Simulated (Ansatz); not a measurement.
Gas-phase reaction in SMILES: C=C(C)C[Se]C [2-methyl-3-methylselanylprop-1-ene] → C=C[Se]C(C)C
Each molecule is optimised on its own at B3LYP-D3(BJ)/def2-TZVP (Ansatz, an electronic-structure program), one conformer each, not searched for the lowest.

Wanted: isomerisation energy (electronic energy difference), in kJ/mol. Correlated levels leave the core frozen unless marked. No spin-orbit coupling. Frozen are the shells of the preceding noble gas and the d and f shells that filled before the atom's block. Non-relativistic. CBS(X,Y): correlation extrapolated as X^-3; Hartree-Fock from the larger set. The bracket is a focal-point correction in the basis named.

```
level                                                     program  isomerisation energy (kJ/mol)  minus last row
-------------------------------------------------  --------------  -----------------------------  --------------
HF/aug-cc-pVDZ                                             Ansatz                            3.6            -0.2
HF/aug-cc-pVQZ                                             Ansatz                            5.3             1.5
revPBE-D3(BJ)/def2-TZVPD                           Ansatz + dftd3                            3.2            -0.6
revPBE-D4/def2-TZVPD                               Ansatz + dftd4                            3.3            -0.5
r2SCAN-D4/def2-TZVPD                               Ansatz + dftd4                            1.6            -2.2
B97M-V/def2-TZVPD                                          Ansatz                            3.6            -0.2
PBE0/def2-TZVP                                             Ansatz                            2.6            -1.2
PBE0/def2-QZVPP                                            Ansatz                            3.1            -0.7
HSE06/def2-TZVPD                                           Ansatz                            2.6            -1.2
RPA@PBE/cc-pVTZ                                            Ansatz                            3.8             0.0
MP2/6-31G*                                                 Ansatz                            1.6            -2.2
MP2/cc-pVDZ                                                Ansatz                           -1.1            -4.9
SCS-MP2/aug-cc-pVDZ                                        Ansatz                            1.3            -2.5
SCS-MP2/cc-pVTZ                                            Ansatz                            3.0            -0.8
CCSD/STO-3G                                                Ansatz                           -1.4            -5.2
CCSD/6-31G*                                                Ansatz                            2.5            -1.3
CCSD/aug-cc-pVDZ                                           Ansatz                            1.8            -2.0
RI-MP2/CBS(cc-pVTZ,cc-pVQZ)+[CCSD(T)-MP2]/cc-pVDZ          Ansatz                            3.1            -0.7
RI-MP2/CBS(cc-pVTZ,cc-pVQZ)+[CCSD(T)-MP2]/cc-pVTZ          Ansatz                            3.7            -0.1
RI-MP2/CBS(cc-pVTZ,cc-pVQZ)+[CCSD(T)-MP2]/cc-pVQZ          Ansatz                            3.8             0.0
CCSD(T)/CBS(cc-pVTZ,cc-pVQZ)                               Ansatz                            3.8             0.0
```
